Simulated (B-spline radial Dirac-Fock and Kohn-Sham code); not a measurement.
# Binding energies of I in different valence configurations

Method: ΔSCF Dirac-Fock with Breit, self-energy and vacuum polarisation, finite nucleus, configuration average. Computed with an atomic code on a B-spline grid. Correlation energy is missing from these numbers.

Reference: the tabulated ground configuration [Kr] 4d10 5s2 5p5, with 1s 33176.6 eV, 2s 5203.3 eV, 3p3/2 886.2 eV, 3d5/2 628.2 eV, 4p1/2 153.5 eV, 5s 22.88 eV, Kα1 28609.9 eV, Kβ1 32290.4 eV, Lα1 3938.5 eV, Lβ2 4509.6 eV.

Shifts from the reference in eV.

| configuration | average energy | 1s | 2s | 3p3/2 | 3d5/2 | 4p1/2 | 5s | Kα1 | Kβ1 | Lα1 | Lβ2 |
| --- | --- | --- | --- | --- | --- | --- | --- | --- | --- | --- | --- |
| [Kr] 4d10 5s1 5p6 | +12.67 | +1.69 | +1.63 | +1.74 | +1.75 | +1.70 | +2.29 | -0.05 | -0.06 | -0.01 | +0.13 |
